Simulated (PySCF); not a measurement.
Calculation: B3LYP-D3(BJ)/def2-TZVP // PBE0-D3(BJ)/def2-SVP (PySCF). All species are isolated molecules in the gas phase. One relaxed conformer stands for a flexible species; it need not be the lowest. B3LYP has the VWN-RPA correlation part, as in Gaussian. Delta-SCF ions had no search for a lower state. Excitations are Tamm–Dancoff values on a coarser integration grid. The basis has no diffuse functions, so Rydberg states are missing or too high.

Reference species (SMILES): `C[O][Ge]([O]C)([Cl])[O]C` (neutral, multiplicity 1).

```
Item                                      Result
--------------------------------------  --------
S1–T1 gap (TDA)                          0.37 eV
vertical ionisation energy (Delta-SCF)  10.07 eV
T1 excitation (TDA)                      6.02 eV
```

Changed species: `C[O][Ge]([Cl])([Cl])[Cl]` (1 of 4 Cl replaced by OCH3; the reference has 3 of 4 Cl replaced by OCH3).

**Question.** What does the change do to the S1–T1 gap (TDA), vertical ionisation energy (Delta-SCF) and T1 excitation (TDA)?

**Answer.** the S1–T1 gap (TDA) decreases by 0.07 eV, to 0.30 eV; the vertical ionisation energy (Delta-SCF) rises by 0.77 eV, to 10.84 eV; the T1 excitation (TDA) falls by 0.78 eV, to 5.24 eV.
